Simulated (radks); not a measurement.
Problem. I+, 52 electrons, occupied as [Kr] 4d10 5s2 5p4. All-electron calculation, scalar-relativistic Kohn-Sham, r2SCAN, spin-polarised, spherical densities, finite nucleus; open shells are filled with parallel spins first (spin-orbit coupling, left out, can overturn this in heavy ions); meta-GGA in the generalised Kohn-Sham scheme; Fermi nuclear charge, rms radius 4.75 fm. Program: a radial shooting solver on a logarithmic mesh with Libxc functionals. Some entries of the table are withheld. Estimate them.

| orbital | occ. | eigenvalue (hartree) | r(max) (bohr) |
|---|---|---|---|
| 1s up | 1 | -1214.610 | 0.01754 |
| 1s down | 1 | -1214.606 | 0.01754 |
| 2s up | 1 | -188.5829 | 0.09906 |
| 2s down | 1 | -188.5824 | 0.09906 |
| 2p up | 3 | -169.1832 | 0.07950 |
| 2p down | 3 | -169.1806 | 0.07950 |
| 3s up | 1 | -38.59006 | 0.2852 |
| 3s down | 1 | -38.58804 | 0.2852 |
| 3p up | 3 | -32.26204 | 0.2791 |
| 3p down | 3 | -32.25924 | 0.2791 |
| 3d up | 5 | -22.79963 | 0.2321 |
| 3d down | 5 | -22.79669 | 0.2321 |
| 4s up | 1 | -7.15283 | 0.6809 |
| 4s down | 1 | -7.14613 | 0.6813 |
| 4p up | 3 | -5.15926 | 0.7151 |
| 4p down | 3 | -5.15336 | 0.7154 |
| 4d up | 5 | (1) | 0.7776 |
| 4d down | 5 | (2) | 0.7778 |
| 5s up | 1 | -1.01708 | 1.703 |
| 5s down | 1 | -0.94457 | 1.694 |
| 5p up | 3 | -0.60348 | 1.982 |
| 5p down | 1 | -0.53199 | 1.978 |

Solution. 
(1) 4d up eigenvalue (hartree): -2.24326
(2) 4d down eigenvalue (hartree): -2.23410
